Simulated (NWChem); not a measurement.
The numbers come from NWChem runs, not from measurements. System: AlCl, charge 0, spin multiplicity 1, at a geometry optimised with PBE0/def2-SVP. The structure started from a generated list of species. Level: CCSD(T)/def2-TZVP, 10 core orbitals frozen.

Part of the output:

```
             Northwest Computational Chemistry Package (NWChem) 7.3.0
             --------------------------------------------------------

                                NWChem Input Module
                                -------------------

 Scaling coordinates for geometry "geometry" by  1.889725989
 (inverse scale =  0.529177249)

 Turning off AUTOSYM since
 SYMMETRY directive was detected!

                             Geometry "geometry" -> ""
                             -------------------------

 Output coordinates in angstroms (scale by  1.889725989 to convert to a.u.)

  No.       Tag          Charge          X              Y              Z
 ---- ---------------- ---------- -------------- -------------- --------------
    1 Al                  13.0000     0.00000000     0.00000000    -1.21659100
    2 Cl                  17.0000     0.00000000     0.00000000     0.93033400

 Effective nuclear repulsion energy (a.u.)      54.4724068279

            Nuclear Dipole moment (a.u.)
            ----------------------------
        X                 Y               Z
 ---------------- ---------------- ----------------
     0.0000000000     0.0000000000    -0.0000094486

      Symmetry information
      --------------------

 Group name             C2v
 Group number             16
 Group order               4
 No. of unique centers     2

      Symmetry unique atoms

     1    2


 Summary of "ao basis" -> "" (spherical)
 ------------------------------------------------------------------------------
       Tag                 Description            Shells   Functions and Types
 ---------------- ------------------------------  ------  ---------------------
 *                         def2-tzvp                  on all atoms

 Summary of "ao basis" -> "ao basis" (spherical)
 ------------------------------------------------------------------------------
       Tag                 Description            Shells   Functions and Types
 ---------------- ------------------------------  ------  ---------------------
 Al                        def2-tzvp                13       37   5s5p2d1f
 Cl                        def2-tzvp                13       37   5s5p2d1f

                                 NWChem SCF Module
                                 -----------------

  ao basis        = "ao basis"
  functions       =    74
  atoms           =     2
  closed shells   =    15
  open shells     =     0
  charge          =   0.00
  wavefunction    = RHF
  use symmetry    = T
  symmetry adapt  = T

 Summary of "ao basis" -> "ao basis" (spherical)
 ------------------------------------------------------------------------------
       Tag                 Description            Shells   Functions and Types
 ---------------- ------------------------------  ------  ---------------------
 Al                        def2-tzvp                13       37   5s5p2d1f
 Cl                        def2-tzvp                13       37   5s5p2d1f

      Symmetry analysis of basis
      --------------------------

        a1         32
        a2          6
        b1         18
        b2         18

 Forming initial guess at       0.1s

      Superposition of Atomic Density Guess
      -------------------------------------

 Sum of atomic energies:        -701.35251248

      Non-variational initial energy
      ------------------------------

 Total energy =    -701.441513
 1-e energy   =   -1080.092384
 2-e energy   =     324.178464
 HOMO         =      -0.267341
 LUMO         =       0.009025

      Symmetry analysis of molecular orbitals - initial
      -------------------------------------------------

 !! scf_movecs_sym_adapt:   48 vectors were symmetry contaminated

  Symmetry fudging

 !! scf_movecs_sym_adapt:   46 vectors were symmetry contaminated

  Numbering of irreducible representations:

     1 a1          2 a2          3 b1          4 b2

  Orbital symmetries:

     1 a1          2 a1          3 a1          4 a1          5 b1
     6 b2          7 a1          8 a1          9 b1         10 b2
    11 a1         12 a1         13 b1         14 b2         15 a1
    16 b1         17 b2         18 a1         19 a1         20 a1
    21 a2         22 b2         23 b1         24 a1         25 b2
[...]
 Vector   15  Occ=2.000000D+00  E=-3.309251D-01  Symmetry=a1
              MO Center=  5.7D-16,  5.3D-17, -1.4D+00, r^2= 2.9D+00
   Bfn.  Coefficient  Atom+Function         Bfn.  Coefficient  Atom+Function
  ----- ------------  ---------------      ----- ------------  ---------------
     4      0.558960  1 Al s                  5      0.490220  1 Al s
     3     -0.287317  1 Al s                 17     -0.229864  1 Al pz
    54      0.224936  2 Cl pz                57      0.190276  2 Cl pz

 Vector   16  Occ=0.000000D+00  E= 3.584079D-02  Symmetry=b2
              MO Center=  1.3D-31,  5.7D-16, -1.3D+00, r^2= 4.9D+00
   Bfn.  Coefficient  Atom+Function         Bfn.  Coefficient  Atom+Function
  ----- ------------  ---------------      ----- ------------  ---------------
    19      0.851853  1 Al py                16      0.280294  1 Al py
    56     -0.250303  2 Cl py

 Vector   17  Occ=0.000000D+00  E= 3.584079D-02  Symmetry=b1
              MO Center= -8.7D-16,  7.4D-32, -1.3D+00, r^2= 4.9D+00
   Bfn.  Coefficient  Atom+Function         Bfn.  Coefficient  Atom+Function
  ----- ------------  ---------------      ----- ------------  ---------------
    18      0.851853  1 Al px                15      0.280294  1 Al px
    55     -0.250303  2 Cl px

 Vector   18  Occ=0.000000D+00  E= 1.158360D-01  Symmetry=a1
              MO Center= -4.4D-15,  1.4D-15, -1.1D+00, r^2= 6.7D+00
   Bfn.  Coefficient  Atom+Function         Bfn.  Coefficient  Atom+Function
  ----- ------------  ---------------      ----- ------------  ---------------
    20      1.200833  1 Al pz                42     -0.795474  2 Cl s
     5      0.621916  1 Al s                 57      0.323669  2 Cl pz

 center of mass
 --------------
 x =   0.00000000 y =   0.00000000 z =  -0.00893118

 moments of inertia (a.u.)
 ------------------
         250.689103472663           0.000000000000           0.000000000000
           0.000000000000         250.689103472663           0.000000000000
           0.000000000000           0.000000000000           0.000000000000

  Mulliken analysis of the total density
  --------------------------------------

    Atom       Charge   Shell Charges
 -----------   ------   -------------------------------------------------------
    1 Al  13    12.64   2.00  0.66  1.31  1.12  0.78  2.90  2.28  0.82  0.42  0.17  0.07  0.08  0.03
    2 Cl  17    17.36   2.01  0.45  1.52  1.08  0.86  4.18  1.69  1.07  2.87  1.61  0.00  0.02  0.00

       Multipole analysis of the density wrt the origin
       ------------------------------------------------

     L   x y z        total         open         nuclear
     -   - - -        -----         ----         -------
     0   0 0 0     -0.000000      0.000000     30.000000

     1   1 0 0     -0.000000      0.000000      0.000000
     1   0 1 0      0.000000      0.000000      0.000000
     1   0 0 1     -0.611055      0.000000     -0.000009

     2   2 0 0    -18.051411      0.000000      0.000000
     2   1 1 0     -0.000000      0.000000      0.000000
     2   1 0 1     -0.000000      0.000000      0.000000
     2   0 2 0    -18.051411      0.000000      0.000000
     2   0 1 1      0.000000      0.000000      0.000000
     2   0 0 2    -21.581623      0.000000    121.255776

                   NWChem Extensible Many-Electron Theory Module
                   ---------------------------------------------


            General Information
            -------------------
      Number of processors :     1
         Wavefunction type : Restricted Hartree-Fock
          No. of electrons :    30
           Alpha electrons :    15
            Beta electrons :    15
           No. of orbitals :   148
            Alpha orbitals :    74
             Beta orbitals :    74
        Alpha frozen cores :    10
         Beta frozen cores :    10
     Alpha frozen virtuals :     0
      Beta frozen virtuals :     0
         Spin multiplicity : singlet
    Number of AO functions :    74
       Number of AO shells :    26
        Use of symmetry is : on
      Symmetry adaption is : on
         Schwarz screening : 0.10D-09

          Correlation Information
          -----------------------
          Calculation type : Coupled-cluster singles & doubles w/ perturbation
   Perturbative correction : (T)
            Max iterations :      100
        Residual threshold : 0.10D-05
     T(0) DIIS level shift : 0.00D+00
     L(0) DIIS level shift : 0.00D+00
     T(1) DIIS level shift : 0.00D+00
     L(1) DIIS level shift : 0.00D+00
     T(R) DIIS level shift : 0.00D+00
     T(I) DIIS level shift : 0.00D+00
   CC-T/L Amplitude update :  5-th order DIIS
                I/O scheme : Global Array Library
        L-threshold :  0.10D-05
        EOM-threshold :  0.10D-05
 no EOMCCSD initial starts read in
 TCE RESTART OPTIONS
 SLICE:      F
 D4D5:       F
 quantumc:   F
 qrotation:  F
 pwtce:      F
 qducc:      F
 nacto:                         0
 nrotv:                         0
 nrot:                          0

            Memory Information
            ------------------
          Available GA space size is     249031324 doubles
          Available MA space size is     104853036 doubles

 Maximum block size supplied by input
 Maximum block size        24 doubles

 tile_dim =     23

 -------------------------------------------------

 Global array virtual files algorithm will be used

 Parallel file system coherency ......... OK

 4-electron integrals stored in orbital form

 v2    file size   =          1338615
 4-index algorithm nr.  13 is used
 imaxsize =       30
 imaxsize ichop =        0


CCSD iterations
 ---------------------------------------------------------
 Iter          Residuum       Correlation     Cpu    Wall
 ---------------------------------------------------------
    1   0.1239353688509  -0.2375576351884     0.1     0.1
    2   0.0349765895267  -0.2564523683356     0.1     0.1
    3   0.0140905663804  -0.2618657854576     0.1     0.1
    4   0.0066490583587  -0.2635079894964     0.1     0.1
    5   0.0033408712104  -0.2641915105782     0.1     0.1
    6   0.0007582277365  -0.2647129524039     0.1     0.1
    7   0.0003008675715  -0.2647517324813     0.1     0.1
    8   0.0001565129881  -0.2647553030742     0.1     0.1
    9   0.0000815634829  -0.2647573658262     0.1     0.1
   10   0.0000454332832  -0.2647595343990     0.1     0.1
   11   0.0000071806472  -0.2647615751413     0.1     0.1
   12   0.0000025333038  -0.2647623069050     0.1     0.1
   13   0.0000011546334  -0.2647625416423     0.1     0.1
   14   0.0000005882234  -0.2647626144981     0.1     0.1
 -----------------------------------------------------------------
 Iterations converged
 CCSD correlation energy / hartree =        -0.264762614498085
 CCSD total energy / hartree       =      -701.763241766205965

 Singles contributions

 Doubles contributions
    17b1  (alpha)    17b1  (beta ) ---    15a1  (alpha)    15a1  (beta )       -0.1025012056
    16b2  (alpha)    16b2  (beta ) ---    15a1  (alpha)    15a1  (beta )       -0.1025012056
 CCSD(T)
 Using plain CCSD(T) code
             total no. of tasks          230
 total no. of tasks / no. procs          230
                         wl_min          540           2.9
                         wl_max       328509           8.3
        thresh for no. of tasks          230

 CCSD[T]  correction energy / hartree =        -0.011128373002492
 CCSD[T] correlation energy / hartree =        -0.275890987500577
 CCSD[T] total energy / hartree       =      -701.774370139208486
 CCSD(T)  correction energy / hartree =        -0.010990099166666
 CCSD(T) correlation energy / hartree =        -0.275752713664751
 CCSD(T) total energy / hartree       =      -701.774231865372599

 Task  times  cpu:        9.1s     wall:        9.1s

 Total times  cpu:        9.2s     wall:        9.2s
```

Q: Write an NWChem input that would produce this output.

A: This is not unique; one that fits is 
```
start mol
memory heap 100 mb stack 700 mb global 1900 mb
geometry units angstroms nocenter noautoz
  Al     0.000000     0.000000    -1.216591
  Cl     0.000000     0.000000     0.930334
  symmetry group C2v
end
basis spherical
  * library def2-tzvp
end
scf
  rhf
  nopen 0
  maxiter 100
  thresh 1e-7
  semidirect memsize 60000000 filesize 0
end
tce
  freeze core 10
  ccsd(t)
  2eorb
  2emet 13
  thresh 1e-6
  maxiter 100
  tilesize 24
end
task tce energy
```
